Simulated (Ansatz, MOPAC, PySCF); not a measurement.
Complex: CH3F (SMILES CF) (first 5 atoms) with CH6Si (SMILES C[SiH3]); geometry from B3LYP-D3(BJ)/def2-TZVP, rigid monomers moved along the line of their centres of mass till F2···Si7 is 3.70 Å.
(charge 0, multiplicity 1):
```xyz
13

C     -0.147    -0.134     0.508
F      1.002     0.152     1.239
H     -0.859     0.681     0.644
H      0.125    -0.228    -0.544
H     -0.571    -1.068     0.876
C     -0.748    -0.143     6.529
Si    -0.088    -0.022     4.775
H     -0.663     0.815     7.045
H     -0.192    -0.886     7.105
H     -1.801    -0.435     6.533
H     -0.865     0.985     4.012
H     -0.223    -1.332     4.093
H      1.338     0.374     4.787
```

Interaction energies are E(AB) − E(A) − E(B) at the monomers' geometry in the complex; basis-set methods are counterpoise corrected. Rows marked so take none.

Rows in 3-21G, 6-31G* carry no dispersion term and start afresh at each structure (6-31G* with six Cartesian d functions). The state that PM7 reach isn't checked; PM7 holds dispersion and hydrogen-bond terms.

Run with Ansatz (an electronic-structure program); MOPAC for PM7 (differences of heats of formation); PySCF for 3-21G rows, 6-31G* rows, the dispersion terms. 

Task: One of these levels gives -46.8 meV for the interaction energy. Which one is it?
A) B3LYP/3-21G (no counterpoise)
B) B3LYP/6-31G*
C) PM7
D) PBE-D4/def2-TZVPPD

Result: D, PBE-D4/def2-TZVPPD. The others give -16.6 (PM7), -140.9 (B3LYP/3-21G (no counterpoise)), -0.2 (B3LYP/6-31G*)
